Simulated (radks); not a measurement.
Problem. The mean radii <r> (bohr) of the occupied orbitals of an atom or ion are listed with their occupations. All-electron calculation, Dirac Kohn-Sham, PBE, spin-unpolarised, spherical densities, point nucleus. Program: a radial shooting solver on a logarithmic mesh with Libxc functionals.

| orbital | occ. | <r> |
|---|---|---|
| 1s1/2 | 2 | 0.07684 |
| 2s1/2 | 2 | 0.3641 |
| 2p1/2 | 2 | 0.3260 |
| 2p3/2 | 4 | 0.3285 |
| 3s1/2 | 2 | 1.164 |
| 3p1/2 | 2 | 1.282 |
| 3p3/2 | 4 | 1.290 |
| 4s1/2 | 1 | 4.262 |
| 3d3/2 | 1 | 3.409 |

Name the element and its charge. Open shells, if any, fill j = l - 1/2 first.

Solution. Z = 20, calcium, charge 0: Ca in [Ar] 3d1 4s1. The 1s radius gives Z: for a bare nucleus <r> = (2 gamma + 1)/(2Z) with gamma = sqrt(1 - (Z/c)^2), 0.07446 bohr for Z = 20, and screening makes it slightly larger (0.07684 here). The occupations add up to 20, and the charge is Z minus that.
